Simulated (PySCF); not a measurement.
# EPR parameters of C4H9OSi

Compound: C₄H₉OSi (doublet state).
Geometry (GFN2-xTB, Å), atoms numbered from 1 in this order:
```
atom  x, y, z in Å
C1     3.1826   -0.2610    0.8964
C2     2.0195    0.3372    0.4957
C3     0.8732   -0.3451    0.1477
C4    -0.3770    0.3170   -0.3041
O5    -1.4919   -0.4381    0.0713
Si6   -3.0653   -0.1305   -0.1479
H7     3.2608   -1.3318    0.9586
H8     4.0477    0.3163    1.1649
H9     1.9922    1.4193    0.4428
H10    0.8433   -1.4222    0.1998
H11   -0.3714    0.4182   -1.4044
H12   -0.4496    1.3323    0.1101
H13   -3.6202   -1.3218    0.4687
H14   -3.3874   -0.0013   -1.5739
H15   -3.4607    1.1196    0.5099
```

The hyperfine couplings belong to this conformer and change with its torsions.

The species is `[CH2]/C=C/CO[SiH3]` [radical].

The calculation used UKS B3LYP, pcH-1 on C H O Si, non-relativistic, mean-field spin-orbit, GIAO (PySCF). One conformer (not necessarily the lowest) at the GFN2-xTB geometry, without solvent, vibrations or thermal averaging. The geometry wasn't refined by DFT: couplings that depend on bond lengths, twists or pyramidal angles can differ widely from those at the functional's own minimum. No stability test was run, so a lower SCF solution isn't excluded. ⟨S²⟩ is 0.776 where a pure state has 0.75.

```
g1, g2, g3   : 2.00217, 2.00272, 2.00284
g_iso        : 2.00258
Form of g    : rhombic: the two nearest values differ by 17 % of g3 − g1
⟨S²⟩         : 0.7763 (exact 0.7500)
Total energy : -522.54478 Eh
```

Hyperfine couplings atom by atom, in MHz; T1 to T3 are the principal values of the dipolar part:

```csv
atom,isotope,a_iso,of which spin–orbit,T1,T2,T3,Mulliken spin population
C1,13C,53.8,-0.1,-50.8,-49.0,99.8,0.67
C2,13C,-47.9,0.0,-28.9,11.5,17.5,-0.26
C3,13C,58.0,-0.1,-53.4,-52.1,105.6,0.67
C4,13C,-23.5,0.0,-1.3,-0.2,1.6,-0.05
O5,17O,-15.4,0.0,-2.8,1.2,1.6,0.00
Si6,29Si,-0.4,0.0,-1.0,0.5,0.5,0.00
H7,1H,-39.2,0.0,-21.1,-1.7,22.8,-0.03
H8,1H,-41.3,0.0,-24.8,-0.3,25.1,-0.03
H9,1H,12.0,0.0,-5.3,-1.4,6.7,0.01
H10,1H,-41.0,0.0,-22.1,-2.0,24.2,-0.03
H11,1H,86.7,0.0,-4.4,-1.5,6.0,0.04
H12,1H,33.3,0.0,-3.6,-2.7,6.3,0.01
H13,1H,0.2,0.0,-0.6,-0.5,1.1,0.00
H14,1H,0.3,0.0,-0.7,-0.5,1.1,0.00
H15,1H,-0.2,0.0,-0.6,-0.5,1.1,0.00
```

The Mulliken spin populations are largest on C3 (+0.67), C1 (+0.67) and C2 (-0.26). The angles at C3 add up to 360.0°, so it is planar; its axial dipolar tensor and the negative coupling of its proton fit spin in a p orbital normal to that plane.

Axes: g3 points within 4° of the C2–C3 bond.

Under fast tumbling the dipolar parts average out, and these isotropic splittings remain: 2 × 1H (H11/H12, I = 1/2, 3 lines) with 2.14 mT, 1 × 1H (H8, I = 1/2, 2 lines) with 1.47 mT, 1 × 1H (H10, I = 1/2, 2 lines) with 1.46 mT, 1 × 1H (H7, I = 1/2, 2 lines) with 1.40 mT and 1 × 1H (H9, I = 1/2, 2 lines) with 0.43 mT.

Nuclei that the bonding pattern makes equivalent are averaged, as if the motion that swaps them (rotation, inversion, ring flip) were fast. H7 and H8 aren't averaged: C1 is flat or nearly so (angle sum 360°), and its turn about the short C1–C2 bond (1.37 Å) is taken as slow. The 1H value of +60.0 MHz is a mean of couplings from 33.3 to 86.7 MHz in this one geometry, not an average over conformers.

The 17O coupling of O5 (-15.4 MHz) shows only in satellite lines or after enrichment, since that isotope makes up about 0.038 % of natural oxygen.

The 13C coupling of C3 (58.0 MHz) shows only in satellite lines or after enrichment, since that isotope makes up about 1.07 % of natural carbon.

β density exceeds α density at some nuclei, such as C2 (-0.0426), C4 (-0.0209) and H8 (-0.0092), spin density in bohr⁻³. In a single determinant that takes different orbitals for the two spins, that is spin polarisation.
